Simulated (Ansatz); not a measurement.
A made-up structure of BSiH3OF (charge -1), singlet:

| atom | x (Å) | y (Å) | z (Å) |
| --- | --- | --- | --- |
| B1 | -0.7802 | 0.7585 | 0.1418 |
| Si2 | 0.6202 | -0.6365 | 0.1685 |
| O3 | 0.1496 | 0.4508 | -0.9945 |
| F4 | 0.4459 | -2.1810 | -0.3725 |
| H5 | -1.9342 | 0.3749 | 0.0337 |
| H6 | 0.4203 | -1.0231 | 1.5202 |
| H7 | 2.1257 | -0.5887 | 0.3011 |

It is relaxed with PBE-D4/def2-SVPD and then PBE0-D4/def2-TZVPD (Ansatz 0.2.0). Atoms count as bonded within 1.22 times the sum of their covalent radii (H–H: 0.88 Å). The end point is not checked to be a true minimum.

(1) Does its bonding change? (Judge from chemistry; the calculation decides.)

## Answers

(1) The calculation gives: Yes. Formed: none; broken: Si2–O3.

Where it ends: The first stage lowers the energy by 3.22 eV in 28 steps. It ends as BSiH₃OF ([O][BH][SiH2][F]), total charge -1:
```
7
angstrom
B -0.7183 0.3703 -0.5032
Si 0.6485 -0.9199 0.3677
O -1.2770 0.3754 -1.6442
F 1.2733 -2.2574 -0.3584
H -0.8813 1.2124 0.4288
H 0.1207 -1.4566 1.6819
H 1.8815 -0.1692 0.8257
```

Labels in which every atom is bracketed show which atoms are joined, not bond orders.

For scale, one of the runs: PBE0-D4/def2-TZVPD relaxation, 187 basis functions, launched by `ansatz run in.yaml --threads 2 --pin off --events-out ev --progress --plain --max-ram 4352MiB`. Hardware: 2 CPU threads of an Arm Neoverse V2, shared host. Wall time about 63 s.
